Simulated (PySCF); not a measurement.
**RhSF2: fields on a plane**

Method: PySCF, UPBE0, basis Rh def2-SVP with ECP28, S def2-SVP, F def2-SVP (scalar-relativistic core potentials, no spin–orbit coupling, density fitting).

The doublet minimum has Rh–F 1.835 Å (×2), Rh–S 2.018 Å; F–Rh–F 131.9°, F–Rh–S 114.1° (×2).

The plane holds Rh1 at (0.00, 0.00), S2 at (2.02, 0.00), F3 at (-0.75, 1.68), F4 at (-0.75, -1.68) Å. Columns run from x = -2.85 to 4.35 Å, rows from y = 4.05 (top) to -3.75 Å, in steps of 0.3 Å. Other isomers or separated fragments may lie lower. Core electrons replaced by a potential are absent, the electrostatic potential uses the reduced nuclear charge, and values within about 0.7 Å of such atoms have no physical meaning.

**Question.** Give the highest occupied orbital (Å^-3/2) at -8.20 eV (cut at ±0.3; overall sign arbitrary). Every second row and column.

**Answer.** 
```
 0.00  0.00  0.00  0.00  0.00  0.00  0.00  0.00  0.00  0.00  0.00  0.00  0.00
 0.00  0.00  0.00  0.00  0.00  0.00  0.00  0.00  0.00  0.00  0.00  0.00  0.00
 0.00  0.00 -0.01 -0.03 -0.02 -0.01  0.00  0.00  0.00  0.00  0.00  0.00  0.00
 0.00  0.00 -0.03 -0.11 -0.08  0.00  0.01  0.01  0.00  0.00  0.00  0.00  0.00
 0.00  0.00 -0.01 -0.05  0.07  0.02  0.02  0.02  0.01 -0.01 -0.02 -0.01  0.00
 0.00  0.00  0.01  0.05  0.01 -0.08  0.00  0.06  0.01 -0.06 -0.06 -0.03 -0.01
 0.00  0.01  0.00 -0.07 -0.30 -0.30 -0.17  0.13  0.01 -0.20 -0.12 -0.05 -0.01
 0.00  0.00  0.00 -0.12 -0.30 -0.30 -0.28  0.16 -0.14 -0.25 -0.15 -0.05 -0.02
 0.00  0.01  0.01 -0.01 -0.17 -0.30 -0.06  0.09  0.01 -0.12 -0.09 -0.04 -0.01
 0.00  0.00  0.01  0.08  0.13  0.00  0.02  0.04  0.01 -0.03 -0.03 -0.02  0.00
 0.00  0.00 -0.03 -0.17 -0.10  0.01  0.01  0.01  0.00 -0.01 -0.01  0.00  0.00
 0.00  0.00 -0.02 -0.05 -0.04 -0.01  0.00  0.00  0.00  0.00  0.00  0.00  0.00
 0.00  0.00  0.00 -0.01 -0.01  0.00  0.00  0.00  0.00  0.00  0.00  0.00  0.00
 0.00  0.00  0.00  0.00  0.00  0.00  0.00  0.00  0.00  0.00  0.00  0.00  0.00
```

**Question.** Give the electron density (e/Å³) (cut at 5 e/Å³). Lower edges of the bins (e/Å³): '0' 0.000, '1' 0.030, '2' 0.076, '3' 0.151, '4' 0.268, '5' 0.455, '6' 0.750, '7' 1.218, '8' 1.960, '9' 3.136; top 5.00.

**Answer.** 
```
0000000000000000000000000
0000000000000000000000000
0000000000000000000000000
0000000000000000000000000
0000011211000000000000000
0000124442100000000000000
0001257875210000000000000
0001379997420000000000000
0001489998421111111000000
0001379997422222222100000
0001257776433334443210000
0000134567764456665421000
0000124699996667876531000
0000024898898679997532000
0000024898898679997532000
0000124699996667876531000
0000134567764456665421000
0001257776433334443210000
0001379997422222222100000
0001489998421111111000000
0001379997420000000000000
0001257875210000000000000
0000124442100000000000000
0000011211000000000000000
0000000000000000000000000
0000000000000000000000000
0000000000000000000000000
```

Open d and f shells are described by one determinant, and the ground state may have another occupation or spin.
